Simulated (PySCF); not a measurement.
# How methods differ on the excitation energy of Ti⁺

Ti⁺ [Ar] 3d2 4s1 (4F) → Ti⁺ [Ar] 3d3 (4F), as a difference of total energies. All numbers are calculated (PySCF 2.14, the spin-free X2C one-electron Hamiltonian (Gaussian nucleus), in x2c-QZVPPall). Correlated levels: valence and next inner shell: [Ne] frozen. The calculations carry no spin-orbit coupling.

**Question.** Order these methods by the excitation energy they give, lowest first.
A. UHF
B. SCS-MP2 (valence and next inner shell)
C. CCSD(T) (valence and next inner shell)
D. MP2 (valence and next inner shell)

**Answer.** D (0.140 eV), C (0.261 eV), B (0.327 eV), A (0.672 eV).

Errors of the correlated levels include the incompleteness of this basis and the frozen core.

For comparison: 0.107 eV (measured; NIST levels, between the centres of gravity of the two terms).
